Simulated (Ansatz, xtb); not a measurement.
## Two isomers of CH11FSi4

Structure I is `F[SiH2][SiH2]C([SiH3])[SiH3]`, a singlet and structure II is `F[SiH2]C[SiH]([SiH3])[SiH3]`, a singlet. Both are isolated molecules in the gas phase, relaxed with r2SCAN-D4/def2-SVP; each stands in its lowest conformer found.

I (Å):

```xyz
17

C     0.7699   -0.3355   -1.4097
F    -0.0166    2.3006    1.2894
Si    0.7885    2.8984   -0.0078
Si    0.3629    1.4657   -1.8219
Si   -0.0309   -0.9235    0.2054
Si    2.6283   -0.6712   -1.4241
H     0.2751    4.2745   -0.2764
H     2.2342    2.9872    0.3521
H    -1.0863    1.5936   -2.1757
H     1.1664    1.9476   -2.9937
H     0.3267   -0.9450   -2.2227
H    -0.0870   -2.4169    0.2070
H     0.7901   -0.4749    1.3679
H    -1.4178   -0.3864    0.3417
H     2.9174   -2.0656   -0.9688
H     3.3174    0.2803   -0.4995
H     3.1850   -0.4866   -2.7986
```

II (Å):

```yaml
atoms:
  - { symbol: C, position_ang: [2.2031, 0.5719, 2.0828] }
  - { symbol: F, position_ang: [3.3241, 1.0966, -0.4489] }
  - { symbol: Si, position_ang: [3.5722, 0.1801, 0.8850] }
  - { symbol: Si, position_ang: [0.4584, 0.5454, 1.3187] }
  - { symbol: Si, position_ang: [-0.0770, -1.6050, 0.5346] }
  - { symbol: Si, position_ang: [0.2746, 2.0677, -0.4668] }
  - { symbol: H, position_ang: [4.9185, 0.5272, 1.4195] }
  - { symbol: H, position_ang: [3.5351, -1.2488, 0.4655] }
  - { symbol: H, position_ang: [2.3753, 1.5751, 2.5136] }
  - { symbol: H, position_ang: [2.2372, -0.1481, 2.9215] }
  - { symbol: H, position_ang: [-0.5380, 0.9184, 2.3761] }
  - { symbol: H, position_ang: [0.7651, -1.9515, -0.6518] }
  - { symbol: H, position_ang: [-1.5144, -1.6495, 0.1243] }
  - { symbol: H, position_ang: [0.1517, -2.6402, 1.5919] }
  - { symbol: H, position_ang: [0.7601, 1.4642, -1.7420] }
  - { symbol: H, position_ang: [1.0452, 3.3164, -0.1801] }
  - { symbol: H, position_ang: [-1.1680, 2.4303, -0.6354] }
```

Quicker runs give these differences E(II) − E(I): GFN2-xTB +6.1 kcal/mol; HF/STO-3G −9.2 kcal/mol (at GFN2-xTB geometries); r2SCAN-D4/def2-SVP//GFN2-xTB −6.3 kcal/mol.

Which of the two would you expect CCSD(T)/def2-SVP + ΔMP2/def2-TZVPP electronic energies to favour?

Structure II; the calculation gives E(II) − E(I) = −3.0 kcal/mol.

How the difference moves with the method:

```json
{"level": "GFN2-xTB", "geometry": "GFN2-xTB", "E(II) − E(I) (kcal/mol)": "+6.1", "departure from the last row (kcal/mol)": "+9.2", "job, with rough time for the two": "optimisation, 0.27 s"}
{"level": "HF/STO-3G", "geometry": "GFN2-xTB", "E(II) − E(I) (kcal/mol)": "−9.2", "departure from the last row (kcal/mol)": "−6.2", "job, with rough time for the two": "single point, 0.4 s"}
{"level": "r2SCAN-D4/def2-SVP//GFN2-xTB", "geometry": "GFN2-xTB", "E(II) − E(I) (kcal/mol)": "−6.3", "departure from the last row (kcal/mol)": "−3.2", "job, with rough time for the two": "single point, 4.5 s"}
{"level": "r2SCAN-D4/def2-SVP", "geometry": "r2SCAN-D4/def2-SVP", "E(II) − E(I) (kcal/mol)": "−6.1", "departure from the last row (kcal/mol)": "−3.0", "job, with rough time for the two": "optimisation, 94 s"}
{"level": "HF/def2-SVP", "geometry": "r2SCAN-D4/def2-SVP", "E(II) − E(I) (kcal/mol)": "−3.4", "departure from the last row (kcal/mol)": "−0.4", "job, with rough time for the two": "part of the CCSD(T) run"}
{"level": "MP2/def2-SVP", "geometry": "r2SCAN-D4/def2-SVP", "E(II) − E(I) (kcal/mol)": "−3.2", "departure from the last row (kcal/mol)": "−0.2", "job, with rough time for the two": "part of the CCSD(T) run"}
{"level": "CCSD(T)/def2-SVP", "geometry": "r2SCAN-D4/def2-SVP", "E(II) − E(I) (kcal/mol)": "−4.2", "departure from the last row (kcal/mol)": "−1.2", "job, with rough time for the two": "single point"}
{"level": "CCSD(T)/def2-SVP + ΔMP2/def2-TZVPP", "geometry": "r2SCAN-D4/def2-SVP", "E(II) − E(I) (kcal/mol)": "−3.0", "departure from the last row (kcal/mol)": "", "job, with rough time for the two": "single point, 67 s"}
```

As drawn, II has 1 Si–Si, 1 C–H in place of 1 C–Si, 1 Si–H.

GFN2-xTB puts the two in the other order. The largest departure from CCSD(T)/def2-SVP + ΔMP2/def2-TZVPP is that of GFN2-xTB, 9.2 kcal/mol. A small imaginary or near-zero mode remains, so no thermal terms are given. The last row adds to CCSD(T) the change of the MP2 difference between the two basis sets, here +1.2 kcal/mol.

The correlated steps freeze 22 core orbitals. Codes used: Ansatz 0.2.0, xtb 6.7.1; the last row on 4 threads of Arm Neoverse V2 on a shared host.
